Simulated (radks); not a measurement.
Results of a calculation; reference values are marked as such.
Valence configurations of the gadolinium ion Gd2+ (all share [Xe]). Code: a radial shooting solver on a logarithmic mesh with Libxc functionals. Model: Dirac Kohn-Sham, BLYP, spin-unpolarised, spherical densities, finite nucleus; open shells fill j = l - 1/2 first; Fermi nuclear charge, rms radius 5.1569 fm. Energies are relative to 4f7 5d1; eigenvalues in eV.

4f7 5d1: E (eV) 0.000; e(4f5/2) -22.452; e(4f7/2) -21.697; e(5d3/2) -15.304
4f6.5 5d1.5: E (eV) 3.812; e(4f5/2) -25.731; e(4f7/2) -24.948; e(5d3/2) -16.060
4f6.5 5d1 6s0.5: E (eV) 4.175; e(4f5/2) -27.077; e(4f7/2) -26.293; e(5d3/2) -16.968; e(6s1/2) -16.058
4f6 5d1 6s1: E (eV) 10.295; e(4f5/2) -32.046; e(5d3/2) -18.714; e(6s1/2) -16.930
4f6 5d1 6s0.5 6p0.5: E (eV) 12.457; e(4f5/2) -32.538; e(5d3/2) -19.114; e(6p1/2) -12.868; e(6s1/2) -17.210
4f6 5d1 6p1: E (eV) 14.637; e(4f5/2) -33.026; e(5d3/2) -19.508; e(6p1/2) -13.106
4f5 5d2 6p1: E (eV) 31.134; e(4f5/2) -40.701; e(5d3/2) -21.116; e(6p1/2) -13.510
4f5 5d1 6s1.5 6p0.5: E (eV) 32.280; e(4f5/2) -43.406; e(5d3/2) -22.813; e(6p1/2) -14.124; e(6s1/2) -18.900
4f5 5d1 6s1 6p1: E (eV) 34.676; e(4f5/2) -43.880; e(5d3/2) -23.199; e(6p1/2) -14.344; e(6s1/2) -19.155
4f5 5d1 6p2: E (eV) 39.523; e(4f5/2) -44.811; e(5d3/2) -23.953; e(6p1/2) -14.769

NIST lists [Xe] 4f7 5d1 as the ground configuration; this level of theory agrees among the configurations tried. The energies are those of spherical spin-averaged densities, not of single terms.
